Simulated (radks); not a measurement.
Excited configurations of Ba II: one electron is placed in a higher orbital outside [Xe]. The ground configuration is [Xe] 6s1. Calculated with a radial shooting solver on a logarithmic mesh with Libxc functionals: Dirac Kohn-Sham, PBE, spin-unpolarised, spherical densities, point nucleus; open shells are shared between the two j in proportion to 2j + 1. Excitation = E - E(ground); binding = E(ion) - E, where the ion is the core of charge +2; n* = 2/sqrt(2 binding) in atomic units, and the quantum defect is n - n*. Eigenvalue and <r> are those of j = l + 1/2.

[
 {"outer orbital": "4f", "excitation (eV)": "4.767", "binding (eV)": "5.212", "n*": "3.232", "quantum defect": "0.768", "eigenvalue (eV)": "-2.132"},
 {"outer orbital": "5d", "excitation (eV)": "0.685", "binding (eV)": "9.294", "n*": "2.420", "quantum defect": "2.580", "eigenvalue (eV)": "-5.861"},
 {"outer orbital": "5f", "excitation (eV)": "6.533", "binding (eV)": "3.445", "n*": "3.974", "quantum defect": "1.026", "eigenvalue (eV)": "-2.460"},
 {"outer orbital": "6d", "excitation (eV)": "5.467", "binding (eV)": "4.511", "n*": "3.473", "quantum defect": "2.527", "eigenvalue (eV)": "-3.391"},
 {"outer orbital": "6f", "excitation (eV)": "7.656", "binding (eV)": "2.322", "n*": "4.841", "quantum defect": "1.159", "eigenvalue (eV)": "-1.764"},
 {"outer orbital": "7s", "excitation (eV)": "4.970", "binding (eV)": "5.008", "n*": "3.296", "quantum defect": "3.704", "eigenvalue (eV)": "-3.970"},
 {"outer orbital": "7p", "excitation (eV)": "5.904", "binding (eV)": "4.075", "n*": "3.655", "quantum defect": "3.345", "eigenvalue (eV)": "-3.168"},
 {"outer orbital": "7d", "excitation (eV)": "7.182", "binding (eV)": "2.796", "n*": "4.412", "quantum defect": "2.588", "eigenvalue (eV)": "-2.184"}
]

The Delta-SCF ionisation energy is 9.978 eV (NIST Atomic Spectra Database: 10.004 eV, measured). Self-interaction in the functional shifts the binding energies and quantum defects, so they are the method's values and not measured ones. Spin polarisation and multiplet splitting are left out, so open shells lie too high by an amount that depends on their filling.

Beside tabulated values, note that spin-unpolarised runs miss the spin-polarisation part of the exchange energy of open shells.
